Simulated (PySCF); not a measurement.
Computed Raman spectrum (relative Raman activity) of a molecule C3H5ClOSi. The structure is a stationary point at B3LYP-D3(BJ)/def2-SVP. The values are those of a single conformer. Level of theory: B3LYP-D3(BJ)/def2-SVP in PySCF. Frequencies are harmonic and unscaled.

Lines under 2 % of the strongest are left out, and lines within 2 cm⁻¹ are merged.

```
ν (cm⁻¹)  relative intensity
--------  ------------------
163                      2.3
225                      2.3
417                      3.2
475                      4.1
555                      2.4
634                      5.3
741                      3.2
753                      3.4
762                      4.6
866                      4.1
926                      3.9
1043                     6.7
1210                     2.9
1293                     2.5
1440                     7.2
1612                     9.7
2252                      92
3054                      86
3119                      56
3179                     100
3237                      79
```

Problem. Identify the compound among the candidates.
A. Cl[Si@@H]1C=COC1
B. C[Si@]1(Cl)C=CO1
C. O[Si@H]1CC=C1Cl
D. Cl[Si@@H]1CC=CO1

Solution. A, Cl[Si@@H]1C=COC1
